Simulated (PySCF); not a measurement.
Scandium: a sound run and one with changed settings

Sound run: Sc [Ar] 3d1 4s2, Sc⁺ [Ar] 3d1 4s1. All numbers are calculated (PySCF 2.14, scalar relativity by spin-free X2C-1e, in cc-pVDZ-DK (6s5p3d1f, 43 functions)). The sound run starts from symmetry-adapted Hartree-Fock orbitals and uses a fine grid where one is needed.

Changed run: radial step 1.2 in ln r (0.13 in the sound run). This setting is unsound on purpose.

| species | method | sound run (hartree) | changed run (hartree) | converged |
| --- | --- | --- | --- | --- |
| Sc | UHF | -763.28332 | -763.28332 | yes |
| Sc | PBE0 | -763.99491 | -761.18431 | yes |
| Sc | LDA | -762.19772 | -759.03401 | yes |
| Sc⁺ | UHF | -763.08498 | -763.08498 | yes |
| Sc⁺ | PBE0 | -763.76062 | -760.96293 | yes |
| Sc⁺ | LDA | -761.95215 | -758.76242 | yes |

Ionisation energy of Sc:

```csv
method,sound run (eV),changed run (eV)
UHF,5.397,5.397
PBE0,6.375,6.024
LDA,6.682,7.390
```

A coarse radial grid mis-integrates the density and the exchange-correlation energy, with errors of either sign; Hartree-Fock needs no grid.

For comparison, NIST gives 6.561 eV between the lowest levels.
